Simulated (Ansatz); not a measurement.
Single points on FeBr₂.

```yaml
crystal:
  periodic: [false, false, false]
  atoms:
    - {symbol: Fe, position_ang: [-0.001162, -0.000674, -0.000039]}
    - {symbol: Br, position_ang: [-0.052576, -0.040994, 2.268093]}
    - {symbol: Br, position_ang: [0.053738, 0.041658, -2.268054]}
basis:
  gaussian: {orbitals: def2-TZVP, initial_orbitals: start.molden}
magnetization: {spin_polarized: true, initial_magnetization: 4}
hamiltonian: {xc: {name: revPBE}, dispersion: d4}
scf: {omitted_lower_state_checks: [starts]}
output: {orbitals: {seedname: orbitals}}
```

The file start.molden holds the orbitals of an earlier run on this structure, at another level or in another basis.

```sh
$ ansatz run in.yaml --threads 2 --pin off --events-out ev --progress --plain --max-ram 4352MiB
```

It prints (some lines left out):

```
Functional definition: revPBE
1188 factors; their error is unknown
mean field evaluation 1: about -174468.5676 eV, gradient 8.3e0 eV
mean field evaluation 2: about -174468.8182 eV, gradient 9.0e-1 eV
mean field evaluation 4: about -174468.7667 eV, gradient 4.5e-2 eV
mean field evaluation 8: about -174468.7667 eV, gradient 1.3e-4 eV
mean field evaluation 16: about -174468.7667 eV, gradient 2.2e-6 eV
mean field -174468.76672391 eV, -6411.6089179261 hartree, gradient 2.1e-6 eV, S^2 6.010053; 0 other end points of the search recorded, 0 dependent functions left out
reference -174468.76676834 eV, -6411.6089195589 hartree; 50, 46 occupied and 91, 95 virtual orbitals, 1188 factors
Total energy: -174468.92929379 eV, -6411.6148922590 hartree
Checks for a lower state left out: starts
```

Hardware: 2 threads of Intel Xeon Platinum 8375C on a shared host. Wall time 12 s.

As the first input, with `hamiltonian: {xc: {text: "exchange = 0.90*pbe_x + 0.10*exact_x\ncorrelation = pbe_c"}}` (abridged; 12 s):

```
Functional definition: unnamed
mean field -174458.10026733 eV, -6411.2169328770 hartree, gradient 9.1e-6 eV, S^2 6.011734
Total energy: -174458.10029877 eV, -6411.2169340323 hartree
Checks for a lower state left out: starts
```

First input, but with `gaussian: {orbitals: def2-SVP, initial_orbitals: start.molden}`, `correlation: {method: ccsd_t}`, `scf: {omitted_lower_state_checks: [starts, cluster_reference]}` and without the key `hamiltonian` (abridged; 79 s):

```
Functional definition: HF
mean field evaluation 16: about -174333.1759 eV, gradient 3.0e-9 eV
mean field evaluation 32: about -174333.1759 eV, gradient 9.2e-7 eV
mean field evaluation 64: about -174333.1759 eV, gradient 5.9e-9 eV
mean field evaluation 96: about -174333.1759 eV, gradient 2.0e-9 eV
mean field evaluation 128: about -174333.1759 eV, gradient 2.0e-9 eV
mean field -174333.17591967 eV, -6406.6260477771 hartree, gradient 2.8e-6 eV, S^2 6.015686
23 core orbitals not correlated: weight in the atoms' cores, before any rotation towards them, 1.000 or more for the frozen orbitals, at most 0.000 for the correlated occupied ones
second order -19.22915905 eV of doubles, -0.00000000 eV of singles
cycle   1  -19.12211711 eV  change    1.1e-1 eV  update   8.7e-2
cycle   2  -19.49531929 eV  change   -3.7e-1 eV  update   2.8e-2
cycle   3  -19.57224229 eV  change   -7.7e-2 eV  update   2.3e-2
cycle   4  -19.56992189 eV  change    2.3e-3 eV  update   1.1e-2
cycle   5  -19.57844840 eV  change   -8.5e-3 eV  update   5.9e-3
cycle   6  -19.58371991 eV  change   -5.3e-3 eV  update   1.6e-3
cycle   7  -19.58346776 eV  change    2.5e-4 eV  update   5.3e-4
cycle   8  -19.58372304 eV  change   -2.6e-4 eV  update   1.9e-4
cycle   9  -19.58373353 eV  change   -1.0e-5 eV  update   7.7e-5
cycle  10  -19.58367041 eV  change    6.3e-5 eV  update   3.1e-5
cycle  11  -19.58370838 eV  change   -3.8e-5 eV  update   1.2e-5
perturbative correction -0.42970365 eV, -0.0157913178 hartree
Total energy: -174353.18933170 eV, -6407.3615271036 hartree
Checks for a lower state left out: starts, cluster_reference
```

The first input with `hamiltonian: {xc: hse06, dispersion: d4}` (abridged; 14 s):

```
Functional definition: HSE06
mean field -174461.44134699 eV, -6411.3397152897 hartree, gradient 2.9e-6 eV, S^2 6.013885
Total energy: -174461.50977126 eV, -6411.3422298353 hartree
Checks for a lower state left out: starts
```

First input, but with `hamiltonian: {xc: {name: B2PLYP}}` and without the key `output` (abridged; 39 s):

```
Functional definition: B2PLYP
mean field evaluation 16: about -174448.5484 eV, gradient 9.2e-9 eV
mean field -174448.54837172 eV, -6410.8659071876 hartree, gradient 2.4e-10 eV, S^2 6.015109
23 core orbitals not correlated: weight in the atoms' cores, before any rotation towards them, 1.000 or more for the frozen orbitals, at most 0.000 for the correlated occupied ones
second order -31.24934588 eV of doubles, -0.00000000 eV of singles
Total energy: -174456.98583756 eV, -6411.1759783381 hartree
Checks for a lower state left out: starts
```

As the first input, with `hamiltonian: {xc: pbe, dispersion: d4}`, `output: {forces: true, orbitals: {seedname: orbitals}}` (abridged; 17 s):

```
Functional definition: PBE
mean field evaluation 16: about -174456.0598 eV, gradient 1.7e-5 eV
mean field -174456.05981370 eV, -6411.1419475891 hartree, gradient 1.1e-10 eV, S^2 6.009714
Total energy: -174456.14110419 eV, -6411.1449349594 hartree
Atom 0 force     0.000869     0.000501     0.000030 eV/Å
Atom 1 force    -0.000570    -0.000356     0.005787 eV/Å
Atom 2 force    -0.000298    -0.000145    -0.005817 eV/Å
Dipole moment:    -0.000915    -0.000528    -0.000031 e Å
Checks for a lower state left out: starts
```

The first input with `hamiltonian: {xc: {name: BHLYP}, dispersion: d4}` (abridged; 19 s):

```
Functional definition: BHLYP
mean field -174482.42148684 eV, -6412.1107212084 hartree, gradient 5.8e-6 eV, S^2 6.013994
Total energy: -174482.56441460 eV, -6412.1159737065 hartree
Checks for a lower state left out: starts
```

Geometry: PBE-D4/def2-TZVP.

HSE06 is defined as in plane-wave codes, on full-range PBE exchange. Correlated methods freeze 23 core orbitals; core or outer-core shells of Fe, Br are correlated, in sets that lack core-valence functions.
